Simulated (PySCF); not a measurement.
C4H6O2Si. Atoms are numbered in the order given.

```xyz
13

O      2.0751    -0.5095     0.0000
C      0.7423    -0.7249     0.0000
C      0.0534    -1.9795     0.0000
C     -1.2784    -1.6586     0.0000
O     -1.4541    -0.3273     0.0000
C     -0.2103     0.2795     0.0000
Si    -0.1034     2.1335     0.0000
H      2.5286    -1.3613     0.0000
H      0.4869    -2.9792     0.0000
H     -2.1836    -2.2634     0.0000
H      1.3407     2.5000     0.0000
H     -0.7676     2.7151     1.2066
H     -0.7676     2.7151    -1.2066
```

Coordinates come from a r2SCAN-D4/def2-SVP optimisation. This is a generated structure with no PubChem entry under its InChIKey; it may be hypothetical. One conformer was computed; it need not be the lowest.

Vertical ionisation energy (IE) and electron affinity (EA) in eV. Rows of orbital energies are one-electron estimates. Where ΔSCF, EOM or ADC give a negative EA the extra electron is unbound and the value depends on the basis.

```tsv
level	IE	EA
−ε(HOMO), −ε(LUMO), M06-2X/def2-TZVP (PySCF)	7.45	-0.60
−ε(HOMO), −ε(LUMO), PBE/def2-TZVP (PySCF)	5.25	1.14
```
